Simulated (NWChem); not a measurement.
acetate (C2H3O2 anion); SMILES CC(=O)[O-]

```xyz
7

C     -0.0374     1.3515     0.0002
C     -0.0021    -0.2079     0.0003
O     -1.1141    -0.7927    -0.0002
O      1.1476    -0.7158    -0.0001
H      0.5082     1.7333     0.8786
H     -1.0688     1.7334     0.0125
H      0.4849     1.7313    -0.8932
```
Atoms are numbered in this order, from 1.

Computed with NWChem. Pople sets run with spherical d functions. Sets without diffuse functions describe the anion's extra electron poorly. All runs use the structure optimised with B3LYP/def2-SVPD. Vzz is the largest principal value of the second derivative of the potential at the nucleus (NWChem prints the opposite sign); η is the asymmetry. Non-relativistic.

Task: Estimate the computed values for CAM-B3LYP/6-31G*. Quantities: Vzz O3 (a.u.); η O3; Vzz O4 (a.u.); η O4.

Result: 
```json
{
  "Vzz O3 (a.u.)": "-1.440",
  "η O3": "0.41",
  "Vzz O4 (a.u.)": "-1.376",
  "η O4": "0.50"
}
```
